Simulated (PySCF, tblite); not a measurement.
Isomers of C5H6F3NSi, one GFN2-xTB conformer each. Single-point energies are computed at PBE0/pcSseg-1 (PySCF, gas phase, no added dispersion term), electronic only.

Question: Rank them by PBE0/pcSseg-1 energy, lowest first (kJ/mol).
A. `[F:1][C:2]([F:3])([F:4])[SiH2:5][n:6]1[cH:7][cH:8][cH:9][cH:10]1` with C2–Si5–N6–C7 162°
B. `[N:1]#[C:2][CH2:3][SiH2:4][CH2:5][C:6]([F:7])=[C:8]([F:9])[F:10]` with C2–C3–Si4–C5 -57°, C3–Si4–C5–C6 -177°, Si4–C5–C6–F7 -67°
C. `[N:1]#[C:2][C@H:3]1[CH2:4][Si@H:5]([C:6]([F:7])([F:8])[F:9])[CH2:10]1` with C2–C3–C4–Si5 106°, C3–C4–Si5–C6 120°, C4–Si5–C10–C3 -9°, C2–C3–C10–Si5 -105°

Answer: A (0.0), C (95.5), B (162.1).

As drawn, the lowest has an aromatic ring, which the highest lacks; the highest has a C≡N group and a C=C bond outside aromatic rings, which the lowest lacks. GFN2-xTB itself gives, in the same order: 0.0, 227.4, 246.2. Both levels put the same isomer lowest; measured from each level's own lowest isomer, the values differ by up to 131.9 kJ/mol (N#C[C@H]1C[Si@H](C(F)(F)F)C1: 227.4 against 95.5).

Q: Which frontier levels, dipoles and rotational constants go with these structures?

A: 
```json
{"SMILES": "FC(F)(F)[SiH2]n1cccc1", "HOMO (eV, PBE0/pcSseg-1)": "-6.59", "LUMO (eV)": "-0.10", "dipole (D)": "2.17", "A, B, C (MHz)": "2662, 677.4, 605.5"}
{"SMILES": "N#C[C@H]1C[Si@H](C(F)(F)F)C1", "HOMO (eV, PBE0/pcSseg-1)": "-9.03", "LUMO (eV)": "-0.59", "dipole (D)": "1.67", "A, B, C (MHz)": "2990, 558.5, 550.0"}
{"SMILES": "N#CC[SiH2]CC(F)=C(F)F", "HOMO (eV, PBE0/pcSseg-1)": "-7.28", "LUMO (eV)": "0.05", "dipole (D)": "3.57", "A, B, C (MHz)": "2355, 468.1, 450.1"}
```

Q: What happens when harmonic zero-point energies from GFN2-xTB frequencies are added?

A: 
```csv
SMILES,ZPE (kJ/mol),electronic (kJ/mol),with ZPE (kJ/mol)
FC(F)(F)[SiH2]n1cccc1,263.3,0.0,0.0
N#C[C@H]1C[Si@H](C(F)(F)F)C1,266.1,95.5,98.3
N#CC[SiH2]CC(F)=C(F)F,255.4,162.1,154.2
```

The zero-point energies span 10.7 kJ/mol. The order is unchanged.
